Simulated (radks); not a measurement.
Values are calculated unless marked as measured or tabulated.
Problem. These are the eigenvalues of the occupied orbitals of an atom or ion with whole-number occupations (eV). Level of theory: Dirac Kohn-Sham, PW91, spin-unpolarised, spherical densities, finite nucleus; Fermi nuclear charge, rms radius of each element as measured or else 0.836 A^(1/3) + 0.57 fm (a radial shooting solver on a logarithmic mesh with Libxc functionals).

| orbital | eigenvalue |
|---|---|
| 1s1/2 | -14224.13 |
| 2s1/2 | -1933.264 |
| 2p1/2 | -1754.039 |
| 2p3/2 | -1700.176 |
| 3s1/2 | -327.5123 |
| 3p1/2 | -264.1275 |
| 3p3/2 | -255.9785 |
| 3d3/2 | -145.6347 |
| 3d5/2 | -144.2544 |
| 4s1/2 | -69.0382 |
| 4p1/2 | -52.6649 |
| 4p3/2 | -51.5912 |
| 4f5/2 | -12.1589 |
| 4f7/2 | -12.1578 |

Which element is it, and in what charge state? The configuration may be excited. Open shells, if any, are shared by 2j + 1.

Solution. Z = 36, krypton, charge +3: Kr3+ in [Ar] 3d9 4s2 4p3 4f1. The list shows which subshells hold electrons but not how many an open one holds; the 1s level, -522.73 hartree, gives Z - s = 32.3 by -(Z - s)^2/2, which with screening and relativity narrows Z to a few neighbours, and the depths of the outer levels then fix element, charge and occupations together.
